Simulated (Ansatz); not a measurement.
Gas-phase electronic energies from Ansatz, PBE0-D4/def2-TZVP geometries. CCSD(T)/CBS is the MP2 limit (def2-TZVPP, def2-QZVPP) plus CCSD(T) − MP2 in def2-TZVPP, frozen cores. This one scheme is used for every species. One conformer a species, not always the lowest.

Reaction (cleavage of the B–Si bond): `OB[SiH](F)[AlH2]` + `OCO` → `OBOCO` + `F[SiH2][AlH2]`

`OB[SiH](F)[AlH2]`:

Cartesian coordinates in Å:
```
O -1.349 1.654 -0.443
B -0.230 1.526 0.306
Si 0.281 -0.345 0.896
F 1.653 -0.279 1.756
Al 0.486 -1.924 -0.987
H -1.550 2.560 -0.696
H 0.427 2.500 0.572
H -0.781 -0.843 1.827
H -0.820 -2.300 -1.812
H 1.882 -2.547 -1.420
```

`OCO`:

Cartesian coordinates in Å:
```
O 0.164 -0.046 1.207
C -0.076 -0.383 -0.127
O -0.031 0.720 -0.983
H 1.051 0.323 1.264
H -1.059 -0.865 -0.130
H 0.674 -1.080 -0.515
H -0.724 1.331 -0.715
```

`OBOCO`:

```xyz
10

O    -1.871    1.426    0.533
B    -0.866    0.521    0.629
O     0.121    0.599   -0.299
C     1.135   -0.372   -0.338
O     0.797   -1.434   -1.165
H    -2.523    1.327    1.228
H    -0.830   -0.307    1.501
H     1.302   -0.801    0.654
H     2.039    0.141   -0.682
H     0.697   -1.100   -2.061
```

`F[SiH2][AlH2]`:

Z-matrix (Å, degrees):
```
Si
Al 1 2.468
F 1 1.613 2 111.5
H 1 1.492 2 112.3 3 -120.0
H 1 1.492 2 112.2 3 120.0
H 2 1.589 1 118.2 3 179.8
H 2 1.587 1 121.9 3 -0.2
```

```tsv
species	CCSD(T)/def2-TZVPP energy (Eh)
`OB[SiH](F)[AlH2]`	-733.78786
`OCO`	-190.69680
`OBOCO`	-291.31852
`F[SiH2][AlH2]`	-633.22404
```

**Question.** Work out ΔE.

**Answer.** ΔE = (-291.31852) + (-633.22404) − (-733.78786) − (-190.69680) = -0.05790 Eh = -36.3 kcal/mol. CCSD(T)/CBS gives -35.8 kcal/mol.

Largest T1 diagnostic among the species: 0.014.

From PBE to PBE0 (25 % exact exchange), in def2-TZVPP and without D4, ΔE moves by −1.6 kcal/mol. In def2-TZVPP, CCSD(T) changes the Hartree–Fock value by +4.3 kcal/mol (the triples alone add +0.5 kcal/mol) and MP2 by +3.0 kcal/mol.
